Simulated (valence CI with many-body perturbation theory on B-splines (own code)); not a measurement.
Bi76+: key properties

Level of theory: configuration interaction combined with many-body perturbation theory (CI+MBPT): five valence electrons over a frozen Dirac-Fock core [He], radial functions for each j: 11 s, 11 p, 10 d, 8 f, 5 g, 2 h, with the one-electron correlation potential Σ1 (screened to all orders), the two-electron term Σ2, the three-electron term Σ3, Breit, model QED; selected single and double excitations, second order for the rest, scaled by the run's own slope (own B-spline code, finite nucleus).

No measured spectrum was set against this ion. As an estimate, large intervals hold to a few tenths of a per cent, small ones and those within an open d or f shell to about a per cent. Among the levels kept, up to 7700 cm⁻¹ of a level comes from second order outside the variational space, and about a tenth of that is noise between levels of different J, which matters for small intervals.

Levels are named by their leading jj configuration (3d3/2^4 stands for four electrons in 3d with j = 3/2), which in mixed levels can hold well under half, so a name can repeat and another be missing.

Rates and lifetimes use the calculated energies. Strong lines usually hold to 10 to 20 %, long lifetimes can be off by a factor of two.

(1) What is the ground level?

(2) How well does LS coupling describe the low levels?

(3) Name the longest-lived excited levels whose lifetime is computed, and their main decay.

(4) What is the ionisation energy?

(5) Among levels below 17723 eV, which E1 lines absorb most strongly from the ground level?

(6) Where does the other parity begin?

Results:

(1) (2s^2 2p1/2^2 2p3/2) J=3/2, composition 49 % 2s2 2p3 2P° + 27 % 2s2 2p3 2D° + 23 % 2s2 2p3 4S°, g = 1.297.

(2) Among the lowest 20 levels the leading LS term, summed over configurations, holds 63 % on average. For single configurations the figures are 63 % in LS and 100 % in jj coupling. Terms mix most in the J = 3/2 level at 11919 eV, where the leading one holds 36 %.

(3) (2s^2 2p1/2 2p3/2^2) J=5/2 at 2411 eV lives 46.5 ps, mostly by M1 to (2s^2 2p1/2^2 2p3/2) J=3/2; (2s^2 2p1/2 2p3/2^2) J=1/2 at 2475 eV lives 15.0 ps, mostly by M1 to (2s^2 2p1/2^2 2p3/2) J=3/2; (2s^2 2p1/2 2p3/2^2) J=3/2 at 2388 eV lives 8.13 ps, mostly by M1 to (2s^2 2p1/2^2 2p3/2) J=3/2.

(4) 21305 eV; NIST lists 21300 ± 110 eV (theoretical).

(5) to (2s^2 2p1/2^2 3d5/2) J=5/2 at 0.1015 nm, f = 0.548; to (2s^2 2p1/2 2p3/2 3d3/2) J=5/2 at 0.08568 nm, f = 0.494; to (2s^2 2p1/2 2p3/2 3d3/2) J=3/2 at 0.08564 nm, f = 0.295.

(6) At (2s 2p1/2^2 2p3/2^2) J=5/2, 2806 eV.
